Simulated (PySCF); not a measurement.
# Electron correlation in Se³⁺ (selenium, charge +3)

Starting occupation: [Ar] 3d10 4s2 4p1, 4p3/2 with m_j = +3/2. Computed with PySCF 2.14 in x2c-QZVPPall-2c, with X2C-1e with screened-nucleus spin-orbit coupling, Gaussian nucleus. Frozen: [Ne]; 21 electrons correlated; the 8 highest virtual spinors left out.

MP2 pair energies summed by pair of shells (mhartree):

| pair | energy | share (%) |
| --- | --- | --- |
| 3d3/2-3d5/2 | -189.82 | 23.5 |
| 3d5/2-3d5/2 | -131.74 | 16.3 |
| 3d5/2-3p3/2 | -67.35 | 8.3 |
| 3d3/2-3d3/2 | -56.20 | 6.9 |
| 3d3/2-3p3/2 | -47.04 | 5.8 |
| 3d5/2-3p1/2 | -36.69 | 4.5 |
| 3d5/2-4s1/2 | -33.57 | 4.1 |
| 3d5/2-3s1/2 | -28.39 | 3.5 |
| 4s1/2-4s1/2 | -24.91 | 3.1 |
| 4p3/2-4s1/2 | -23.65 | 2.9 |
| 3p1/2-3p3/2 | -22.85 | 2.8 |
| 3d3/2-4s1/2 | -22.31 | 2.8 |
| 3d3/2-3p1/2 | -22.29 | 2.8 |
| 3p3/2-3p3/2 | -21.93 | 2.7 |
| 3d3/2-3s1/2 | -18.98 | 2.3 |
| 3p3/2-3s1/2 | -12.75 | 1.6 |
| 3d5/2-4p3/2 | -10.67 | 1.3 |
| 3d3/2-4p3/2 | -6.86 | 0.8 |
| 3p3/2-4s1/2 | -6.77 | 0.8 |
| 3p1/2-3s1/2 | -6.57 | 0.8 |
| 3p1/2-3p1/2 | -5.57 | 0.7 |
| 3s1/2-3s1/2 | -3.57 | 0.4 |
| 3p1/2-4s1/2 | -3.30 | 0.4 |
| 3p3/2-4p3/2 | -2.12 | 0.3 |
| 3s1/2-4s1/2 | -1.47 | 0.2 |
| 3p1/2-4p3/2 | -1.14 | 0.1 |
| 3s1/2-4p3/2 | -0.54 | 0.1 |

Total MP2 correlation energy: -809.05 mhartree.

This basis was not built for core-valence correlation, so the inner-shell part is incomplete.
